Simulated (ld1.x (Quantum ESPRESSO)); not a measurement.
## phosphorus (P), TM: configuration errors across variants

```
Element                 : P (Z = 15)
Generator               : ld1.x (Quantum ESPRESSO) 7.5
Type                    : norm-conserving Troullier–Martins (Kleinman–Bylander form)
Functional              : PBE
Relativity              : scalar-relativistic
Frozen core             : [Ne]
Valence charge          : 5
Reference configuration : 3s2 3p1.5 (charge +1.5)
Partial waves           : 3p (bound): rc 1.40 bohr; 3s (bound): rc 1.55 bohr
Local potential         : the s channel
Core correction         : Bessel-smoothed model core inside 0.85 bohr
```

All-electron excitation energies from the reference (eV): (1) 3s2 3p3 -18.045; (2) 3s2 3p2 -8.315; (3) 3s2 3p1 10.832; (4) 3s2 3p0 40.571; (5) 3s1 3p4 -9.511; (6) 3s0 3p5 -0.844; (7) 3s2 3p2.5 -14.270.

Errors AE − PS in meV (a dash: test not solved or not reliable):

| change | (1) | (2) | (3) | (4) | (5) | (6) | (7) | bound ghosts |
| --- | --- | --- | --- | --- | --- | --- | --- | --- |
| base | +12 | +2.2 | +1.9 | +24 | +8.0 | +4.7 | +6.8 | none |
| wave 3s (bound): rc 1.55 bohr becomes 3s (bound): rc 1.04 bohr | +19 | +3.5 | +3.7 | +46 | +1.1 | -29 | +11 | none |
| wave 3s (bound): rc 1.55 bohr becomes 3s (bound): rc 1.32 bohr | +13 | +2.4 | +2.1 | +26 | +8.0 | +3.0 | +7.2 | none |
| wave 3s (bound): rc 1.55 bohr becomes 3s (bound): rc 1.50 bohr | +12 | +2.2 | +1.9 | +24 | +8.1 | +5.0 | +6.8 | none |
| wave 3s (bound): rc 1.55 bohr becomes 3s (bound): rc 1.66 bohr | +13 | +2.4 | +2.1 | +26 | +8.0 | +1.9 | +7.3 | none |
| wave 3s (bound): rc 1.55 bohr becomes 3s (bound): rc 1.84 bohr | +16 | +2.9 | +2.8 | +34 | +8.4 | -7.0 | +9.0 | none |
| wave 3s (bound): rc 1.55 bohr becomes 3s (bound): rc 1.98 bohr | +21 | +3.7 | +3.8 | +45 | +9.7 | -18 | +12 | none |
| wave 3s (bound): rc 1.55 bohr becomes 3s (bound): rc 2.18 bohr | +29 | +4.9 | +5.4 | +63 | +13 | -31 | +16 | none |
| wave 3s (bound): rc 1.55 bohr becomes 3s (bound): rc 2.30 bohr | +40 | +6.6 | +7.6 | +87 | +19 | -47 | +22 | none |

Task: Give the same row for: wave 3s (bound): rc 1.55 bohr becomes 3s (bound): rc 1.22 bohr.

Result: +14, +2.6, +2.4, +30, +7.9, +0.5, +7.9; bound ghosts: none.
